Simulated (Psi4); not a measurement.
Intermolecular potential of C3H6 ··· H3O+ (SMILES C1CC1 and [OH3+]) (charge +1). Monomers: optimised at B3LYP-D3(BJ) (def2-TZVP), held rigid. Orientation: lowest of the rigid-body minima from ten starts at GFN2-xTB. The monomers approach along the line of their centres of mass (distance R); nothing else relaxes.

Level of theory: SAPT0/jun-cc-pVDZ, frozen core in Psi4 1.11.

Components in kJ/mol:

| R / Å | electrostatics | exchange | induction | dispersion | total |
|---|---|---|---|---|---|
| 2.56 | -135.54 | 479.66 | -244.40 | -57.75 | 41.97 |
| 2.76 | -94.39 | 261.32 | -165.04 | -37.32 | -35.43 |
| 2.96 | -66.28 | 138.84 | -112.26 | -24.31 | -64.01 |
| 3.14 | -48.82 | 77.22 | -80.55 | -16.64 | -68.78 |
| 3.33 | -36.13 | 41.00 | -57.81 | -11.22 | -64.16 |
| 3.50 | -28.38 | 23.06 | -43.74 | -7.95 | -57.01 |
| 3.87 | -18.43 | 6.45 | -25.27 | -3.91 | -41.15 |
| 4.17 | -13.77 | 2.26 | -17.02 | -2.29 | -30.82 |
| 4.68 | -8.84 | 0.37 | -9.39 | -1.01 | -18.87 |
| 5.36 | -5.22 | 0.03 | -4.86 | -0.39 | -10.44 |
| 6.34 | -2.75 | 0.00 | -2.28 | -0.13 | -5.16 |
| 7.62 | -1.41 | 0.00 | -1.05 | -0.04 | -2.49 |
